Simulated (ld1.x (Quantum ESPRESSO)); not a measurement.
## What the settings do to the TM potential of Er (Z = 68)

Base potential:

- Element: Er
- Generator: ld1.x (Quantum ESPRESSO) 7.5
- Type: norm-conserving Troullier–Martins (Kleinman–Bylander form)
- Functional: PBEsol
- Relativity: fully relativistic
- Frozen core: [Xe] 4f11
- Valence charge: 3
- Reference configuration: 5d1 6s1 6p0 (charge +1)
- Partial waves: 6s (bound): rc 2.50 bohr; 6p (bound, empty): rc 2.75 bohr; 5d (bound): rc 2.10 bohr
- Local potential: the d channel
- Core correction: a·sin(br)/r model core inside 1.20 bohr

Open shells are filled in proportion to 2j + 1 (rel_dist='average').

All-electron outer shells of the reference configuration (PBEsol, scalar-relativistic, ld1.x):

```
shell  level (eV)  outermost node (bohr)  outermost maximum (bohr)
   4f      -16.10                      –                      0.51
   6s       -9.82                   1.48                      3.02
   5d       -8.15                   0.73                      1.83
   6p       -5.87                   1.78                      3.88
```

Cutoffs, loose and tight: the cutoffs (Ry, on a coarse ladder) from which the occupation-weighted sum of valence levels, in a spherical-Bessel basis at the reference potential, stays within 10 and 1 mRy of its value at 400 Ry. They do not see the model core or the augmentation charge, which bear on the density cutoff. Test errors are all-electron minus pseudo excitation energies from the reference, over the configurations 5d1 6s2 6p0; 5d1 6s0 6p0; 5d1 6s1.5 6p0; 5d1 6s1 6p1; 5d2 6s0 6p0; 5d0 6s2 6p0; 5d2 6s1 6p0. A dash means not determined; rows that change the core or the reference have their own tests. The largest error is taken over the tests solved by every variant that gives reliable tests at all: 5d0 6s2 6p0; 5d1 6s0 6p0; 5d1 6s1.5 6p0; 5d1 6s2 6p0; 5d2 6s0 6p0; 5d2 6s1 6p0.

A true bound ghost makes a file unfit for plane-wave use even where its test errors are small: the radial tests pick states by their node count and pass the ghost by. Where a test does run into it, the solver fails or the error is huge.

Cutoffs are not given where the Bessel-basis levels miss the radial ones by over 6 mRy, ghosts where they miss by over 20 mRy; a channel whose overlap is not positive is not tested.

On the changes marked as counting shells twice: ld1.x takes every shell without a wave as core, so the model core holds the marked electrons as well and exchange and correlation see them twice. This cancels in the reference configuration, but the file is broken for other ones, and its errors say nothing about a proper core correction.

```csv
change,outcome,"cutoff, loose","cutoff, tight",bound ghosts,largest test error (meV)
base,"generated, misses its reference levels by 0.22 eV",18 Ry,25 Ry,"s, p3/2, p1/2",-94
wave 6s (bound): rc 2.50 bohr becomes 6s (bound): rc 2.82 bohr,"generated, misses its reference levels by 0.22 eV",18 Ry,21 Ry,"s, p3/2, p1/2",-106
reference 5d1 6s1.5 6p0.5,"generated, misses its reference levels by 0.19 eV",18 Ry,30 Ry,"s, p3/2",+153
wave 6p (bound): rc 2.75 bohr becomes 6p (bound): rc 2.58 bohr,"generated, misses its reference levels by 0.22 eV",18 Ry,25 Ry,"s, p3/2, p1/2",-94
core correction a·sin(br)/r model core inside 1.10 bohr,"generated, misses its reference levels by 0.22 eV",18 Ry,25 Ry,"s, p3/2, p1/2",-94
scalar-relativistic,generated,18 Ry,25 Ry,"s, p",-97
"all radii but the core radius scaled by about 1.15 (s 2.88, p 3.16, d 2.42 bohr)","generated, misses its reference levels by 0.22 eV",18 Ry,21 Ry,"s, p3/2, p1/2",-108
wave 5d (bound): rc 2.10 bohr becomes 5d (bound): rc 2.70 bohr,"generated, misses its reference levels by 0.22 eV",18 Ry,25 Ry,"s, p3/2, p1/2",-92
"core [Kr] 4d10, valence charge 22; reference 4f12 5s2 5p6 5d0 6s2 6p0; waves now 5s (bound): rc 1.20 bohr; 5d (bound): rc 2.10 bohr; 4f (bound): rc 0.90 bohr; 5p (bound): rc 1.40 bohr; local potential the p channel; core correction a·sin(br)/r model core, default radius (core density twice the valence density) (6s counted twice)","generated, misses its reference levels by 3.74 eV",–,–,not determined,-1668 over the solved tests; 1 of 7 tests not solved or not reliable
```

Task: What comes out with this change to the base: core correction none?

Result: outcome: generated, misses its reference levels by 0.22 eV; cutoff, loose: 18 Ry; cutoff, tight: 25 Ry; bound ghosts: s, p3/2, p1/2; largest test error (meV): +164.

Task: What comes out with this change to the base: core [Kr] 4d10 5s2, valence charge 20; reference 4f12 5p6 5d0 6s2 6p0; waves now 6s (bound): rc 3.20 bohr; 5p (bound): rc 2.10 bohr; 5d (bound): rc 2.65 bohr; 4f (bound): rc 0.75 bohr; local potential all-electron potential smoothed inside 0.90 bohr (lloc = -1); core correction Bessel-smoothed model core, default radius (core density twice the valence density)?

Result: outcome: generated; bound ghosts: p3/2, p1/2; largest test error (meV): -56 over the solved tests; 4 of 7 tests not solved or not reliable.

Task: What comes out with this change to the base: core [Xe], valence charge 14; reference 4f12 5d0 6s2 6p0; waves now 6s (bound): rc 2.50 bohr; 6p (bound): rc 3.10 bohr; 4f (bound): rc 0.65 bohr; 5d (bound): rc 2.35 bohr; core correction a·sin(br)/r model core, default radius (core density twice the valence density)?

Result: outcome: generated; bound ghosts: s; largest test error (meV): -7167 over the solved tests; 1 of 7 tests not solved or not reliable.
